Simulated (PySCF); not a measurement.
Excitations are Tamm–Dancoff values on a coarser integration grid. The basis has no diffuse functions, so Rydberg states are missing or too high.

Cartesian coordinates (Å):
SMILES: [SH][Al]([SH])[Cl]
```xyz
6

S      2.0970    -0.3491    -0.5873
Al     0.0179     0.2013    -0.3768
S     -1.1329    -0.3841     1.3599
Cl    -0.8615     1.3194    -1.9000
H      2.1286    -1.0027     0.5843
H     -2.2492     0.2152     0.9199
```
Charge 0, multiplicity 1.

Problem. What S1 excitation (TDA), total energy, dipole moment, HOMO–LUMO gap, T1 excitation (TDA), LUMO, S1–T1 gap (TDA) and HOMO does CAM-B3LYP-D3(BJ)/def2-TZVP (PySCF) give?

Solution. 
| Quantity | Value |
|---|---|
| S1 excitation (TDA) | 5.95 eV |
| total energy | -1500.4763 Ha |
| dipole moment | 1.03 D |
| HOMO–LUMO gap | 9.39 eV |
| T1 excitation (TDA) | 5.63 eV |
| LUMO | 0.20 eV |
| S1–T1 gap (TDA) | 0.31 eV |
| HOMO | -9.19 eV |
